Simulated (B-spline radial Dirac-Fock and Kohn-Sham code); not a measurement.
**Elastic scattering of 1.8 keV electrons by neutral thallium**

Method: relativistic (Dirac) partial waves in the static field of the Dirac-Fock atom with Furness-McCarthy exchange, without polarisation or absorption potentials. Computed with a radial B-spline solver.

```
θ (°)  dσ/dΩ (a₀²/sr)  Sherman function
    5            62.0             0.000
   10            13.0             0.002
   15            3.86             0.004
   20            1.73             0.003
   25           0.978            -0.006
   30           0.599            -0.021
   35           0.390            -0.034
   40           0.274            -0.032
   45           0.208            -0.009
   50           0.167             0.031
   55           0.139             0.075
   60           0.115             0.108
   65          0.0934             0.120
   70          0.0724             0.102
   75          0.0535             0.038
   80          0.0397            -0.087
   85          0.0338            -0.229
   90          0.0376            -0.265
   95          0.0499            -0.192
  100          0.0672            -0.102
  105          0.0835            -0.029
  110          0.0923             0.027
  115          0.0887             0.077
  120          0.0716             0.132
  125          0.0449             0.213
  130          0.0174             0.395
  135         0.00180             0.966
  140          0.0112            -0.454
  145          0.0560            -0.221
  150           0.140            -0.134
  155           0.260            -0.089
  160           0.403            -0.061
  165           0.549            -0.041
  170           0.675            -0.025
  175           0.760            -0.012
```

The total elastic cross section is 7.73 a₀², the first transport cross section 1.47 a₀² and the second, weighted with (3/2) sin²θ, 1.33 a₀². The mean deflection is ⟨1 − cos θ⟩ = 0.190, and 8.4 % of the collisions scatter beyond 90°.

On this grid of angles the cross section has minima near 85°, 135°, from interference among the few low partial waves with large phase shifts.

Phase shifts modulo π (rad) for κ = −1 to −5: 0.277, 1.385, -0.483, 0.937, -0.405.
